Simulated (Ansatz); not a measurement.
Ansatz (a quantum-chemistry and plane-wave program) input (RI-MP2/def2-TZVPPD):
A basis named .json is the Basis Set Exchange file of that set.

Ansatz 0.2 input:
```yaml
crystal:
  periodic: [false, false, false]
  atoms:
    - {symbol: Cu, position_ang: [-0.21004369, -0.80891498, -0.00002792]}
    - {symbol: Br, position_ang: [0.34863557, 1.33076123, -0.00367545]}
    - {symbol: O, position_ang: [-0.60910379, -2.53199087, -0.05834682]}
    - {symbol: H, position_ang: [-1.23814762, -2.86218160, 0.59622482]}
basis:
  gaussian:
    orbitals: def2-TZVPPD.json
    fitting: {mean_field: def2-universal-jkfit, correlation: def2-TZVPPD-RIFIT.json}
total_charge: -1
magnetization: {spin_polarized: false}
correlation: {method: mp2, electrons: outside_noble_gas}
```

Output:

```
Functional definition: HF
integrals: 0.17 GiB planned
625 factors; integrals over basis functions are off by at most 8.8e-1 eV
531 factors; integrals over basis functions are off by at most 1.7e2 eV
mean field: 0.76 GiB planned
mean field evaluation 1: about -116652.3425 eV, gradient 2.7e1 eV
mean field evaluation 2: about -116653.1744 eV, gradient 2.1e1 eV
mean field evaluation 4: about -116653.7534 eV, gradient 3.0e0 eV
mean field evaluation 8: about -116653.7725 eV, gradient 2.6e-6 eV
mean field -116653.77253069 eV, -4286.9470697360 hartree, gradient 2.6e-6 eV, S^2 0.000000; 0 other end points of the search recorded, 0 dependent functions left out
24 core orbitals not correlated
reference -116653.77253069 eV, -4286.9470697360 hartree; 13, 13 occupied and 144, 144 virtual orbitals, 531 factors
second order -26.40768244 eV of doubles, -0.00000000 eV of singles
Total energy: -116680.18021313 eV, -4287.9175341659 hartree
```

This state (charge -1, singlet) is run at the relaxed geometry of the species with charge 0 and multiplicity 2.
